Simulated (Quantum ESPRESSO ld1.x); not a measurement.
Results of a calculation; reference values are marked as such.
Species: Pb52+. Configuration: [Ar] 3d10 4s2. Level of theory: Dirac Kohn-Sham, PBE, spin-unpolarised, spherical densities, point nucleus (ld1.x of Quantum ESPRESSO 7.5).

Spin-orbit splittings of the eigenvalues, e(l+1/2) - e(l-1/2), with zeta = 2 splitting/(2l+1) and mean radii in bohr:

| shell | occ. | splitting (eV) | zeta (eV) | <r> j=l-1/2 | <r> j=l+1/2 |
|---|---|---|---|---|---|
| 2p | 6 | 2200 | 1467 | 0.05475 | 0.06362 |
| 3p | 6 | 513.2 | 342.1 | 0.1610 | 0.1760 |
| 3d | 10 | 111.1 | 44.44 | 0.1523 | 0.1569 |
| 4p | 0 | ? | ? | 0.3323 | 0.3533 |

Estimate the 4p splitting.

Answer. 176.9 eV (zeta = 118.0 eV).
